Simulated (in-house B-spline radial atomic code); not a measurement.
Configurations of neutral arsenic, with energies counted from [Ar] 3d10 4s2 4p3. Method: non-relativistic TPSSh, spin-polarised, spherical fractional occupations, exact exchange averaged over the configuration, point nucleus. Calculated with a radial B-spline atomic code at the basis-set limit. Shells without spins written out take the highest spin.

Occupations are held fixed; configurations that lie above the ionisation limit could autoionise.

```
                configuration  E - E(ref) (eV)  highest orbital  its <r> (bohr)
        [Ar] 3d10 4s2 4p2 4d1           8.1827            4d up           8.191
            [Ar] 3d10 4s1 4p4           8.7446          4p down           2.651
        [Ar] 3d10 4s2 4p2 5d1           8.8282            5d up           15.32
        [Ar] 3d10 4s1 4p3 5p1           13.944            5p up           8.182
[Ne] 3s2 3p5 3d10 4s2 4p3 5d1           142.62            5d up           14.34
```

**Question.** Order these further configurations by energy, lowest first.
A. [Ar] 3d10 4s1 4p3 5s1
B. [Ar] 3d10 4s1 4p3 5f1
C. [Ar] 3d10 4s2 4p2 4f1
D. [Ne] 3s2 3p5 3d10 4s2 4p3 5s1
E. [Ar] 3d10 4s1 4p3 4f1

**Answer.** C (9.1079 eV), A (12.827 eV), E (15.403 eV), B (15.7 eV), D (140.32 eV).
